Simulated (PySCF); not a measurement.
**SMILES CC(=O)C/C=C/Cl, C5H7ClO**

Geometry:
```
atom   x (Å)   y (Å)   z (Å)
  C1  -1.552   0.833   0.599
  C2  -1.272  -0.640   0.696
  O3  -2.047  -1.427   1.172
  C4   0.073  -1.111   0.142
  C5   0.982  -0.035  -0.344
  C6   2.064   0.347   0.315
 Cl7   3.104   1.599  -0.244
  H8  -1.638   1.113  -0.450
  H9  -0.730   1.398   1.031
 H10  -2.481   1.070   1.111
 H11   0.552  -1.695   0.932
 H12  -0.157  -1.802  -0.674
 H13   0.722   0.443  -1.277
 H14   2.380  -0.093   1.249
```

Level of theory: GIAO BHandHLYP/pcSseg-1 magnetisability, rotational g tensor and spin-rotation constants, non-relativistic, gas phase (PySCF). Geometry: GFN2-xTB.

Question: What are the magnetisability and the molar susceptibility?

Answer: Isotropic -1084 × 10⁻³⁰ J/T², or -65.3 × 10⁻⁶ cm³/mol; principal values -1178, -1097, -976 × 10⁻³⁰ J/T², anisotropy 176 × 10⁻³⁰ J/T² (root of half the summed squared differences of the principal values). The susceptibility is in cgs units.

Question: Split it along the inertial axes a, b, c into diamagnetic and paramagnetic parts about the centre of mass, with the quadrupole moment.

Answer: 
```tsv
axis	χ (10⁻⁶ cm³/mol)	diamagnetic (10⁻⁶ cm³/mol)	paramagnetic (10⁻⁶ cm³/mol)	summed x² of all electrons (Å²)	quadrupole Θ (D Å)
a	-61.6	-295.7	234.0	315.4	-19.97
b	-67.5	-1424.6	1357.0	49.3	+8.87
c	-66.6	-1546.9	1480.3	20.4	+11.10
```
Anisotropies 2χaa − χbb − χcc = +10.9 and 2χbb − χaa − χcc = -6.9 × 10⁻⁶ cm³/mol. Θ is traceless in Buckingham's convention.

Question: And the rotational g tensor?

Answer: 
```tsv
axis	rotational constant (GHz)	g	nuclear part	electronic part
a	6.5831	-0.0674	0.6564	-0.7238
b	0.8277	-0.0128	0.5149	-0.5277
c	0.7676	-0.0127	0.5212	-0.5338
```
Asymmetric top; isotopes 12C, 35Cl, 1H, 16O; no vibrational averaging.
